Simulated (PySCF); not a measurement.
# Computed properties of H6S, SMILES [H][S@OH27]([H])([H])([H])([H])[H]

H6S, SMILES [H][S@OH27]([H])([H])([H])([H])[H]. Geometry: ωB97X-D3(BJ)/def2-TZVP. One conformer was computed; it need not be the lowest. All values are computed for the isolated molecule unless a solvent is named; none is compared with measurement here.

**Structure.** The optimised structure has Oh symmetry. All 15 harmonic modes at ωB97X-D3(BJ)/def2-TZVP (PySCF) are real, so it is a minimum.

**Vibrations.** The strongest infrared lines (harmonic, unscaled, degenerate partners summed) lie at 2168 cm⁻¹ (2463 km/mol, H 95 %), 1406 cm⁻¹ (381 km/mol, H 89 %, S 11 %). The softest mode is at 1365 cm⁻¹ and the zero-point energy is 36.6 kcal/mol.

**Electronic structure.** HF/def2-TZVPD (PySCF) places the frontier levels at -9.70 and 1.25 eV, a gap of 10.95 eV, and gives a dipole moment of 0.00 D and a mean polarisability of 35.9 bohr³. PBE/def2-TZVPD (PySCF) at the same geometry gives -5.65 and -1.93 eV, so its gap is 7.23 eV narrower. An orbital gap is neither the optical nor the fundamental gap.

**Excitations.** TDDFT-B3LYP/def2-TZVPD (PySCF) has S1 at 4.34 eV (286 nm, f = 0.000, dark); the most intense of the 10 singlets computed lies at 6.33 eV (f = 0.41). Strengths of degenerate partners are summed. T1 (TDA) is at 3.62 eV. TDDFT-PBE/def2-TZVPD (PySCF) puts S1 at 4.07 eV. No vertical singlet excitation falls in the visible range (under 3.1 eV).

**NMR.** GIAO shifts at HF/pcSseg-2 (PySCF) (non-relativistic, atoms alike by connectivity averaged): ¹H at 10.5 ppm against TMS.

**Solvation.** SMD-ωB97X/6-31G* (PySCF) gives 4.2 kcal/mol in water, 0.8 kcal/mol in ethylethanoate, 0.7 kcal/mol in ethanol (1 M in both phases, gas-phase geometry); of these solvents ethanol holds the molecule best.
